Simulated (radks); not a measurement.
Cd4+, 44 electrons, occupied as [Kr] 4d7.5 5p0.5 (fractional occupations, a model configuration). All-electron calculation, scalar-relativistic Kohn-Sham, r2SCAN, spin-polarised, spherical densities, finite nucleus; open shells are filled with parallel spins first (spin-orbit coupling, left out, can overturn this in heavy ions); meta-GGA in the generalised Kohn-Sham scheme; Fermi nuclear charge, rms radius 4.6087 fm. Program: a radial shooting solver on a logarithmic mesh with Libxc functionals.

Unscreened Slater integrals over Kohn-Sham orbitals (eV). They are taken over the spin-up orbitals. Empty in this configuration: 5s.

integral     value
F0(5p,5p)   10.148
F2(5p,5p)   5.5519
F0(5p,4d)   12.449
F2(5p,4d)   3.8946
G1(5p,4d)   1.3718
G3(5p,4d)   1.2602
F0(5p,4p)   12.745
F2(5p,4p)   3.2843
G0(5p,4p)  0.67658
G2(5p,4p)  0.88288
F0(5p,4s)   12.854
G1(5p,4s)  0.93531
F0(5p,5s)   10.781
G1(5p,5s)   7.2159
F0(4d,4d)   21.689
F2(4d,4d)   11.029
F4(4d,4d)   7.3006
F0(4d,4p)   23.552
F2(4d,4p)   11.934
G1(4d,4p)   15.128
G3(4d,4p)   9.3416
F0(4d,4s)   24.248
G2(4d,4s)   11.371
F0(4d,5s)   13.953
G2(4d,5s)   2.0977
F0(4p,4p)   26.005
F2(4p,4p)   13.720
F0(4p,4s)   26.960
G1(4p,4s)   18.391
F0(4p,5s)   14.353
G1(4p,5s)   1.1301
F0(4s,4s)   28.046
F0(4s,5s)   14.494
G0(4s,5s)  0.76881
F0(5s,5s)   11.611

Derived for the open shells (J is the average intra-shell exchange parameter used in DFT+U). 4d: Racah B = F2/49 - 5 F4/441 = 0.1423 eV, C = 35 F4/441 = 0.5794 eV, C/B = 4.07, F4/F2 = 0.662, J = (F2 + F4)/14 = 1.309 eV. 5p: J = F2/5 = 1.110 eV.
